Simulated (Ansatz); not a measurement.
A run on H6O2Si2Sn, SMILES `[SiH3][O][Sn][O][SiH3]` with other settings.

```yaml
crystal:
  periodic: [false, false, false]
  atoms:
    - {symbol: Si, position_ang: [-1.733229, 0.872193, -0.481625]}
    - {symbol: O, position_ang: [-1.860873, -0.460988, 0.452628]}
    - {symbol: Sn, position_ang: [-0.965977, -2.031193, 1.242020]}
    - {symbol: O, position_ang: [0.894337, -1.564144, 0.785084]}
    - {symbol: Si, position_ang: [1.950679, -0.453633, 0.223041]}
    - {symbol: H, position_ang: [-1.418068, 2.067366, 0.347019]}
    - {symbol: H, position_ang: [-3.021249, 1.108224, -1.188345]}
    - {symbol: H, position_ang: [-0.660727, 0.713607, -1.504219]}
    - {symbol: H, position_ang: [3.260839, -0.623534, 0.907808]}
    - {symbol: H, position_ang: [1.464665, 0.931745, 0.479115]}
    - {symbol: H, position_ang: [2.154901, -0.616644, -1.241925]}
basis:
  gaussian: {orbitals: def2-TZVPP}
hamiltonian: {xc: {name: HF}, pseudopotentials: {relativity: scalar}}
accuracy: high
```

```sh
$ ansatz run in.yaml --threads 2 --pin off --events-out ev --progress --plain --max-ram 32768MiB --backend cuda --devices 0, --max-vram 18GiB
```

Output, abridged:

```
Functional definition: HF
5086 factors; integrals over basis functions are off by at most 6.6e-8 eV
mean field evaluation 1: about -25731.0754 eV, gradient 5.8e1 eV
mean field evaluation 2: about -25731.3061 eV, gradient 5.9e1 eV
mean field evaluation 4: about -25738.1414 eV, gradient 4.0e0 eV
mean field evaluation 8: about -25738.2463 eV, gradient 1.5e-1 eV
mean field evaluation 16: about -25738.2465 eV, gradient 4.7e-8 eV
mean field -25738.24651506 eV, -945.8631134185 hartree, gradient 4.7e-8 eV, S^2 0.000000; 0 other end points of the search recorded, 0 dependent functions left out
reference -25738.24651506 eV, -945.8631134185 hartree; 36, 36 occupied and 244, 244 virtual orbitals, 5086 factors
Total energy: -25738.24651506 eV, -945.8631134185 hartree
Relativity: scalar
```

Run time 12 s (2 threads of an AMD EPYC 7R13 on a shared host and a share of an NVIDIA H100 80 GB); peak host memory 1.3 GiB.
